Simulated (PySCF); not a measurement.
**Question.** What does the PBE0-D3(BJ)/def2-SVP structure of `Bc1ccc(Br)o1` look like in three dimensions?

**Answer.** 
```xyz
11
C4H4BBrO angstrom
B     -1.8714   -0.7390    0.7868
C     -0.5606   -0.2287    0.2304
C      0.0861    0.9939    0.3296
C      1.2882    0.9190   -0.4055
C      1.2990   -0.3606   -0.9125
Br     2.5512   -1.2092   -1.9738
O      0.2301   -1.0481   -0.5561
H     -2.2470   -1.8607    0.5534
H     -2.5274    0.0094    1.4703
H     -0.2907    1.8500    0.8869
H      2.0506    1.6789   -0.5544
```

Orientation and origin are arbitrary. Atoms count from 1 in this order. The C–C distances run from 1.376 Å (C4–C5, aromatic) to 1.411 Å (C3–C4, aromatic), a spread of 0.035 Å. The C–O distances run from 1.320 Å (C5–O7, aromatic) to 1.384 Å (C2–O7, aromatic), a spread of 0.064 Å. The 7 heavy atoms lie in one plane (0.002 Å rms). The 5-membered ring C2–C3–C4–C5–O7 has internal angles of 104.4° to 112.2° (sum 540°, against 540° for a flat polygon); it is planar, 0.00 Å rms from its mean plane, widest ring torsion 0°.

Bonds between heavy atoms (Å): B1–C2 1.513, C2–C3 1.387, C3–C4 1.411, C4–C5 1.376, C5–Br6 1.848, C5–O7 1.320, C2–O7 1.384.

Method used: PBE0-D3(BJ)/def2-SVP geometry optimisation, gas phase in PySCF 2.14.0.

Point group: Cs (every atom within 0.08 Å of its image). PBE0-D3(BJ)/def2-SVP frequencies: not computed here.
